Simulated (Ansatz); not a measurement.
Program: Ansatz. Geometries: PBE0-D4/def2-TZVP. ΔE: electronic, gas phase. CCSD(T)/CBS is the MP2 limit (def2-TZVPP, def2-QZVPP) plus CCSD(T) − MP2 in def2-TZVPP, frozen cores. This one scheme is used for every species. DFT in def2-TZVPP. B3LYP here is the variant with VWN-RPA as its local correlation; programs differ in this. One conformer a species, not always the lowest.

Consider the formal exchange of groups at the Si–O bond: `CO[SiH](N)[SiH3]` + `CNCS` → `CN[SiH](N)[SiH3]` + `COCS`.

`CO[SiH](N)[SiH3]`:

Cartesian coordinates in Å:
```
C -2.034 0.007 -0.408
O -1.227 0.963 0.232
Si 0.420 0.868 0.274
N 1.228 0.987 -1.228
Si 1.105 -1.189 1.184
H -3.080 0.261 -0.229
H -1.861 -0.006 -1.490
H -1.855 -1.003 -0.017
H 0.795 2.042 1.096
H 1.406 0.188 -1.812
H 1.297 1.852 -1.740
H 2.463 -1.065 1.781
H 0.170 -1.673 2.237
H 1.172 -2.232 0.119
```

`CNCS`:

```xyz
11

C     0.027    1.062   -1.172
N    -0.303    0.642    0.173
C     0.277   -0.623    0.526
S    -0.105   -0.951    2.274
H    -0.475    2.005   -1.392
H    -0.250    0.333   -1.951
H     1.104    1.234   -1.247
H    -1.305    0.609    0.311
H     1.360   -0.556    0.395
H    -0.082   -1.476   -0.071
H    -0.249   -2.279    2.153
```

`CN[SiH](N)[SiH3]`:

Z-matrix (Å, degrees):
```
C
N 1 1.445
H 1 1.097 2 113.6
H 1 1.095 2 111.1 3 121.9
H 1 1.093 2 109.3 3 -119.9
Si 2 1.715 1 124.9 3 91.8
H 2 1.008 1 113.9 3 -65.1
Si 6 2.356 2 116.1 1 -87.8
N 6 1.714 2 107.6 1 154.2
H 6 1.497 2 103.1 1 30.0
H 8 1.491 6 110.1 2 65.7
H 8 1.493 6 112.7 2 -174.3
H 8 1.491 6 111.2 2 -53.5
H 9 1.006 6 121.1 2 151.3
H 9 1.008 6 120.9 2 -58.6
```

`COCS`:

Z-matrix (Å, degrees):
```
C
O 1 1.407
H 1 1.098 2 111.0
H 1 1.095 2 111.3 3 -121.4
H 1 1.089 2 107.1 3 119.0
C 2 1.386 1 114.0 3 59.7
S 6 1.823 2 115.7 1 69.3
H 6 1.089 2 107.0 1 -169.1
H 6 1.098 2 111.8 1 -49.7
H 7 1.342 6 96.0 2 68.6
```

```
   level  ΔE (kJ/mol)
B3LYP-D4         42.6
  B2PLYP         44.9
```

Question: What does CCSD(T)/CBS give? (An estimate is asked.)

Answer: Computed: +46.7 kJ/mol. The listed levels differ from it by -4.1, -1.8 kJ/mol.

Largest T1 diagnostic among the species: 0.012.

In def2-TZVPP, CCSD(T) changes the Hartree–Fock value by −5.4 kJ/mol (the triples alone add −1.5 kJ/mol) and MP2 by −3.5 kJ/mol. From PBE to PBE0 (25 % exact exchange), in def2-TZVPP and without D4, ΔE moves by +3.5 kJ/mol.
